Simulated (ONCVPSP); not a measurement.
## magnesium (Mg): variants of one ONCV potential

Base potential:

| Property | Result |
| --- | --- |
| Element | Mg (Z = 12) |
| Generator | ONCVPSP 4.0.1 |
| Type | optimised norm-conserving Vanderbilt (ONCV) |
| Functional | PBE |
| Relativity | scalar-relativistic |
| Frozen core | [He] 2s2 |
| Valence charge | 8 |
| Reference configuration | 2p6 3s2 |
| Partial waves | 3s: rc 2.45 bohr, ncon 4, nbas 7, qcut 2.3 1/bohr, 2 projectors, debl 3.6 Ha; 2p: rc 1.20 bohr, ncon 4, nbas 7, qcut 11.4 1/bohr, 2 projectors, debl 1.9 Ha |
| Local potential | polynomial inside 1.15 bohr (lpopt 5, dvloc0 4 Ha) |
| Core correction | Teter function, fcfact 3.5, rcfact 1.4 |

All-electron outer shells of the reference configuration (PBE, scalar-relativistic, ld1.x):

```json
{"shell": "2s", "level (eV)": "-79.85", "outermost node (bohr)": "0.18", "outermost maximum (bohr)": "0.54"}
{"shell": "2p", "level (eV)": "-46.61", "outermost node (bohr)": "–", "outermost maximum (bohr)": "0.48"}
{"shell": "3s", "level (eV)": "-4.70", "outermost node (bohr)": "0.90", "outermost maximum (bohr)": "2.56"}
```

Cutoffs, loose and tight: the cutoffs (Ha) at which the residual kinetic energy of the hardest occupied pseudo-wave falls to 1 and 0.1 mHa per electron. They do not see the model core or the augmentation charge, which bear on the density cutoff. Test errors are all-electron minus pseudo excitation energies from the reference, over the configurations 2p6 3s1; 2p6 3s0; 2p6 3s1.5; 2p6 3s1 3p1. A dash means not determined; rows that change the core or the reference have their own tests.

| change | outcome | cutoff, loose | cutoff, tight | bound ghosts | GHOST(+) flags above zero | largest test error (meV) |
| --- | --- | --- | --- | --- | --- | --- |
| base | generated | 52 Ha | 59 Ha | none | s | +47 |
| p: qcut 6.7 | generated | 105 Ha | 144 Ha | none | s | +45 |
| p: qcut 8.1 | generated | 93 Ha | 112 Ha | none | s | +46 |
| p: qcut 10.2 | generated | 47 Ha | 66 Ha | none | s | +47 |
| p: qcut 10.9 | generated | 50 Ha | 56 Ha | none | s | +47 |
| p: qcut 12.5 | generated | 57 Ha | 65 Ha | none | s | +47 |
| p: qcut 14 | generated | 64 Ha | 74 Ha | none | s | +47 |
| p: qcut 15.4 | generated | 70 Ha | 82 Ha | none | s | +47 |
| p: qcut 16.8 | generated | 71 Ha | 83 Ha | none | s | +47 |

Reading the sweep of the qcut of the p channel (base included, trends over the rows without a ghost): The loose cutoff is not monotonic: lowest 47 Ha at 10.2 1/bohr, highest 105 Ha at 6.7 1/bohr. The median size of the test errors (rows with all tests solved) stays near 1.6 meV.
